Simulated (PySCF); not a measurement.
**EPR parameters of C7H5O**

C7H5O (doublet state).
Cartesian coordinates in Å at the GFN2-xTB level; atoms count from 1:
```
atom  x, y, z in Å
C1     3.4522    0.4803    0.1427
C2     2.2750    0.2299    0.0812
C3     0.9170   -0.0701    0.0102
C4     0.2952   -1.3035   -0.1753
C5    -1.0655   -1.0670   -0.1734
C6    -1.2431    0.3306    0.0168
C7    -2.3778    1.0740    0.0933
O8    -0.0104    0.9128    0.1259
H9     4.4779    0.6907    0.1968
H10    0.8024   -2.2404   -0.2938
H11   -1.8576   -1.7775   -0.2905
H12   -2.3319    2.1357    0.2415
H13   -3.3379    0.6050    0.0067
```

The hyperfine couplings belong to this conformer and change with its torsions.

As a line formula: `C#Cc1ccc([CH2])o1` [radical].

Method: PySCF 2.14.0, UKS B3LYP, pcH-1 on C H O, non-relativistic, mean-field spin-orbit, GIAO. One conformer (not necessarily the lowest) at the GFN2-xTB geometry, without solvent, vibrations or thermal averaging. A GFN2-xTB geometry isn't a minimum of the functional, and hyperfine couplings can be far from their values at a DFT geometry. The SCF solution wasn't tested for stability. ⟨S²⟩ is 0.784 where a pure state has 0.75.

- g1, g2, g3: 2.00216, 2.00279, 2.00342
- g_iso: 2.00279
- Form of g: rhombic: the two nearest values differ by 50 % of g3 − g1
- ⟨S²⟩: 0.7837 (exact 0.7500)
- HOMO–LUMO gap, α and β orbitals: 4.37, 4.25 eV

Isotropic coupling and dipolar principal values T1 to T3, in MHz:

```csv
atom,isotope,a_iso,T1,T2,T3,Mulliken spin population
C1,13C,19.2,-19.1,-14.2,33.3,0.24
C2,13C,-32.4,-10.8,0.1,10.8,-0.12
C3,13C,32.7,-30.9,-29.9,60.8,0.33
C4,13C,-27.6,-18.9,9.1,9.9,-0.16
C5,13C,31.5,-27.3,-26.8,54.0,0.34
C6,13C,-39.3,-23.7,9.6,14.1,-0.19
C7,13C,45.2,-44.5,-43.5,88.0,0.59
O8,17O,-4.6,-18.3,8.0,10.3,0.04
H9,1H,-18.2,-8.6,-0.6,9.2,-0.01
H10,1H,7.3,-2.6,-1.1,3.7,0.01
H11,1H,-22.9,-12.0,-1.1,13.1,-0.01
H12,1H,-35.6,-20.7,-0.4,21.1,-0.03
H13,1H,-34.9,-20.2,-0.8,20.9,-0.02
```

The Mulliken spin populations are largest on C7 (+0.59), C5 (+0.34), C3 (+0.33) and C1 (+0.24). Four atoms exceed +0.15. The angles at C7 add up to 360.0°, so it is planar.

C7, the radical centre as drawn in `C#Cc1ccc([CH2])o1`, holds a spin population of +0.59 out of 1.

Axes: g1 is normal to the molecular plane, g2 points within 8° of the C3–O8 bond and g3 points within 7° of the C5–H11 bond.

Under fast tumbling the dipolar parts average out, and these isotropic splittings remain: 1 × 1H (H12, I = 1/2, 2 lines) with 1.27 mT, 1 × 1H (H13, I = 1/2, 2 lines) with 1.24 mT, 1 × 1H (H11, I = 1/2, 2 lines) with 0.82 mT, 1 × 1H (H9, I = 1/2, 2 lines) with 0.65 mT and 1 × 1H (H10, I = 1/2, 2 lines) with 0.26 mT.

H12 and H13 aren't averaged: C7 is flat or nearly so (angle sum 360°), and its turn about the short C7–C6 bond (1.36 Å) is taken as slow.

The 13C coupling of C7 (45.2 MHz) shows only in satellite lines or after enrichment, since that isotope makes up about 1.07 % of natural carbon.

β density exceeds α density at some nuclei, such as C6 (-0.0350), C2 (-0.0289) and C4 (-0.0245), spin density in bohr⁻³. In a single determinant that takes different orbitals for the two spins, that is spin polarisation.
